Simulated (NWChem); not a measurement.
Species: GaBr₂ cation; SMILES [Ga+]([Br])[Br]

This build's default masses of Se (78.918 u) and Br (79.917 u) are each other's, which moves their modes by up to 0.6 %.

**Question.** Give the equilibrium geometry at PBE0/def2-SVP (NWChem) as an XYZ file, with the point group.

**Answer.** point group D*h; any orientation.
```
3

Ga     0.0000     0.0000     0.0000
Br     0.0000     0.0000     2.1761
Br     0.0000     0.0000    -2.1761
```
